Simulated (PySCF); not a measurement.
Bonds (- single, = double, # triple, : aromatic): Si1-N2, N2-Si3, N2-C4, C4-Si5, C4-Si6, C4-Si7. Si1 carries H8, H9, H10; Si3 carries H11, H12, H13; Si5 carries H14, H15, H16; Si6 carries H17, H18, H19; Si7 carries H20, H21, H22.

[PySCF 2.14.0 with density-fitted response routines: geometry: GFN2-xTB; shieldings: GIAO PBE0/pcSseg-1; averaged over atoms made equivalent by symmetry, fast rotation or ring inversion; no solvent model; one conformer; non-relativistic]

Chemical shifts δ = σref − σ; $^{13}$C (σref 186.93), $^{1}$H (σref 31.72), $^{29}$Si (σref 349.16) vs TMS; $^{15}$N (σref 267.73) vs NH3, all at this level.

```tsv
atoms	nucleus	count	Hirshfeld charge	δ (ppm)
Si5/Si6/Si7	$^{29}$Si	3	0.29	-72.0
N2	$^{15}$N	1	-0.26	?
H14/H15/H16/H17/H18/H19/H20/H21/H22	$^{1}$H	9	-0.07	4.34
Si1/Si3	$^{29}$Si	2	0.33	-49.3
C4	$^{13}$C	1	-0.17	19.1
H8/H9/H10/H11/H12/H13	$^{1}$H	6	-0.08	?
```

Task: Fill in the missing shifts.

Result: 
- H8/H9/H10/H11/H12/H13: 4.94 ppm, hydrogen on a silicon bonded to N
- N2: -9.3 ppm, nitrogen bonded to C, 2 Si

Shifts are as computed. Against solution values, carbons near 30 ppm lie about +3 ppm off and those near 130 ppm about +5 ppm. Of 1211 compounds with measured shifts, 218 miss one by over three times the rms of a fit or turn the order of signals round; such compounds aren't used in these exercises. Experimental scales use liquid or dissolved standards, which lie at an offset from isolated NH3 (liquid NH3: subtract about 20 ppm).
